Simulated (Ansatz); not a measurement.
A calculation with Ansatz (development build ahead of 0.2.0).

```yaml
crystal:
  periodic: [false, false, false]
  atoms:
    - { symbol: Li, position_ang: [-0.85139, -0.8471, -0.85877] }
    - { symbol: F, position_ang: [-0.94723, -0.93947, 0.94656] }
    - { symbol: F, position_ang: [-0.94127, 0.95416, -0.94531] }
    - { symbol: Li, position_ang: [-0.85982, 0.858, 0.84686] }
    - { symbol: F, position_ang: [0.94672, -0.9418, -0.94246] }
    - { symbol: Li, position_ang: [0.85085, -0.86062, 0.84837] }
    - { symbol: Li, position_ang: [0.85589, 0.8512, -0.86458] }
    - { symbol: F, position_ang: [0.95246, 0.95044, 0.95828] }
basis:
  gaussian: { orbitals: cc-pVDZ }
hamiltonian:
  xc: hf
correlation:
  method: mp2
  frozen_orbitals: { F: 1, Li: 0 }
```

The input is written out in the form of the current development build from the run's settings.

The run gave:

```yaml
Converged: yes
Reference_energy: -428.10345 hartree
Correlation_energy: -0.83569 hartree
Total_energy: -428.93914 hartree
Spin_squared_of_the_determinant: 0.000
```
